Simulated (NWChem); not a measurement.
Species: SiH$_{3}$F; SMILES F[SiH3]

Give the equilibrium geometry at PBE0/def2-SVP (NWChem) as an XYZ file, with the point group.

point group C3v; any orientation.
```
5

Si     0.0000     0.0000    -0.4590
F      0.0000     0.0000     1.1655
H      0.9981     0.9981    -0.9329
H      0.3653    -1.3634    -0.9329
H     -1.3634     0.3653    -0.9329
```
